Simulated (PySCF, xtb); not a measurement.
C4H6OS, SMILES C=C1O[C@@H](C)S1.

Harmonic wavenumbers (cm⁻¹) from xtb with GFN2-xTB at its own minimum, in rising order: 92, 188, 258, 324, 399, 479, 571, 665, 676, 708, 792, 913, 957, 1005, 1087, 1115, 1121, 1181, 1290, 1354, 1392, 1461, 1470, 1731, 2917, 3031, 3042, 3049, 3132, 3180.

What does PySCF 2.14.0 with PBE-D3(BJ)/def2-SVP give at its own minimum? (The exact figures need the calculation; the answer reports its results.)

104, 234, 276, 342, 421, 516, 570, 634, 648, 689, 705, 856, 930, 971, 1056, 1105, 1115, 1227, 1299, 1330, 1345, 1399, 1405, 1685, 2976, 2989, 3069, 3092, 3112, 3222. Paired by order, the mean absolute difference is 34 cm⁻¹ and the zero-point energies are 56.6 and 56.2 kcal/mol.
